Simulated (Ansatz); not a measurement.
Wavefunction ladder for CH6FGaSi, SMILES `F[CH]([SiH3])[GaH2]`

Cartesian coordinates in Å:
```
F -1.4481 0.1693 -1.3310
C -0.4491 0.4943 -0.3972
Si 1.1342 -0.4454 -0.8224
Ga -1.0781 0.1795 1.4641
H -0.2324 1.5675 -0.5023
H 0.9530 -1.9016 -0.5779
H 2.2111 0.0609 0.0707
H 1.5162 -0.2404 -2.2436
H -2.4747 -0.4850 1.6965
H -0.1321 0.6012 2.6432
```

Total charge 0; spin multiplicity 1. Correlated methods include outer-core shells of Ga, which these sets cover unevenly. Scalar relativity is left out up to krypton. The structure was optimised at the PBE0-D4/def2-TZVP level. Frozen core, restricted reference, the Gaussian-basis code of Ansatz.

```csv
basis,HF (Eh),MP2 corr.,CCSD corr.,(T),CCSD(T) total
def2-SVP,-2352.48404,?,?,?,?
def2-TZVPP,-2353.00686,-0.78039,-0.81688,?,?
def2-QZVPP,-2353.06285,-1.07292,–,–,–
```

Fill in the withheld values. (Best estimate.)

Ansatz gave: def2-SVP MP2 corr.: -0.64143; def2-SVP CCSD corr.: -0.67863; def2-SVP (T): -0.01806; def2-SVP CCSD(T) total: -2353.18073; def2-TZVPP (T): -0.02894; def2-TZVPP CCSD(T) total: -2353.85268.
